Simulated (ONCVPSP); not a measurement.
**Li: one change to an ONCV potential, before and after**

- Element: Li (Z = 3)
- Generator: ONCVPSP 4.0.1
- Type: optimised norm-conserving Vanderbilt (ONCV)
- Functional: PBE
- Relativity: fully relativistic
- Frozen core: none
- Valence charge: 3
- Reference configuration: 1s2 2s1
- Partial waves: 1s+2s: rc 1.25 bohr, ncon 3, nbas 6, qcut 10.5 1/bohr, 2 projectors; p scattering state at 0.35 Ha: rc 1.10 bohr, ncon 4, nbas 8, qcut 7.4 1/bohr, 1 projector; d scattering state at 0.14 Ha: rc 1.30 bohr, ncon 3, nbas 6, qcut 7.4 1/bohr, 3 projectors, debl 2.8 Ha
- Local potential: polynomial inside 0.70 bohr (lpopt 3, dvloc0 0 Ha)
- Core correction: none

Open shells are filled in proportion to 2j + 1.

Change: s: rc 0.92.

Cutoffs: the cutoffs (Ha) at which the residual kinetic energy of the hardest occupied pseudo-wave falls to 1 and 0.1 mHa per electron; they do not see the model core or the augmentation charge, which bear on the density cutoff. Errors are all-electron minus pseudo energies relative to the spin-unpolarised reference configuration.

How do hardness, ghosts and transferability respond?

The potential gets harder (36 Ha and 43 Ha → 46 Ha and 54 Ha); of the 4 tests that both files solve, the error grows in 0 and shrinks in 1 by more than 15 % and 0.3 meV (median size 0.4 → 0.3 meV); neither file shows a bound ghost. A smaller radius makes the pseudo-wave follow the all-electron one further in, where it bends more sharply, so more plane waves are needed.

| quantity | base | changed |
| --- | --- | --- |
| cutoff, loose | 36 Ha | 46 Ha |
| cutoff, tight | 43 Ha | 54 Ha |
| bound ghosts | none | none |
| GHOST(+) flags under 300 eV | none | none |
| error for 1s2 2s0, meV [ΔE 5.30 eV] | +0.4 | +0.3 |
| error for 1s2 2s0.5, meV [ΔE 2.05 eV] | +0.1 | +0.1 |
| error for 1s2 2s0 2p1, meV [ΔE 1.79 eV] | +0.5 | +0.3 |
| error for 1s1 2s1, meV [ΔE 68.41 eV] | +1075 | +620 |
| p3/2: phases at 1.12 bohr within 0.05 rad from the reference energy up to (Ha; the scan ends near 5) | to the end of the scan | to the end of the scan |
| p1/2: phases at 1.12 bohr within 0.05 rad from the reference energy up to (Ha; the scan ends near 5) | to the end of the scan | to the end of the scan |
| d5/2: phases at 1.32 bohr within 0.05 rad from the reference energy up to (Ha; the scan ends near 5) | to the end of the scan | to the end of the scan |
| d3/2: phases at 1.32 bohr within 0.05 rad from the reference energy up to (Ha; the scan ends near 5) | to the end of the scan | to the end of the scan |

Base: These tests converged, but a pseudo level misses the all-electron one widely, so the file describes the atom poorly there or has found another state: 1s2 2s0 2p1: empty 2s by 3.4 eV. Changed file: These tests converged, but a pseudo level misses the all-electron one widely, so the file describes the atom poorly there or has found another state: 1s2 2s0 2p1: empty 2s by 3.4 eV.
